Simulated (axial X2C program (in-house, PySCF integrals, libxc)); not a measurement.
Bond lengths and stretching modes, held linear, of HHfH⁺

Calculated with an axial X2C code built on PySCF integrals: two-component X2C with atomic mean-field Coulomb and Gaunt terms, Gaussian nuclei, basis H dyall-v3z, Hf dyall-v3z with contracted cores. Spin-free rows use the one-electron spin-free X2C Hamiltonian.

Masses H 1.008, Hf 179.947, H 1.008 u. States: 2c Ω = 1/2 (beyond evenly filled blocks: ω = 1/2); spin-free M_S = 1/2, Λ = 0 (beyond evenly filled blocks: σα).

MP2, spin-free: energies above the lowest point

```
r(H–Hf) (Å)  r(Hf–H) (Å)  E (meV)
     1.8320       1.8320    26.24
     1.8320       1.8790    11.40
     1.8320       1.9260    22.01
     1.8790       1.8320    11.40
     1.8790       1.8790     0.00
     1.8790       1.9260    13.81
     1.8790       1.9729    49.06
     1.9260       1.8320    22.01
     1.9260       1.8790    13.81
     1.9260       1.9260    30.61
     1.9729       1.8790    49.06
     1.9729       1.9729   109.20
```

Fit a quadratic surface with cubic terms in each bond: where is the minimum, and what are the two stretching wavenumbers?

At MP2, spin-free: bonds 1.876 and 1.876 Å; harmonic stretches 1659.8 and 1858.1 cm⁻¹; force constants 1.83, 1.83 and coupling 0.22 mdyn/Å.

The other levels and Hamiltonians give:

| Hamiltonian | level | r(H–Hf) (Å) | r(Hf–H) (Å) | lower stretch (cm⁻¹) | upper stretch (cm⁻¹) |
| --- | --- | --- | --- | --- | --- |
| 2c | PBE0 | 1.880 | 1.880 | 1545.5 | 1790.3 |
| 2c | HF | 1.889 | 1.889 | 1666.5 | 1853.9 |
| 2c | B3LYP | 1.881 | 1.881 | 1460.8 | 1782.5 |
| 2c | MP2 | 1.875 | 1.875 | 1658.4 | 1850.7 |
| spin-free | PBE0 | 1.882 | 1.882 | 1542.5 | 1794.6 |
| spin-free | HF | 1.890 | 1.890 | 1667.0 | 1860.2 |
| spin-free | B3LYP | 1.884 | 1.884 | 1450.9 | 1787.1 |

Each state is one determinant, the lowest of a limited PBE0 search; the stretches come from a fit to these few points and carry an uncertainty of a few per cent. Other orders of the atoms were not compared. MP2 freezes inner shells (threshold -2 hartree). The molecule was held linear; bending was not examined, so a bent shape may lie lower.
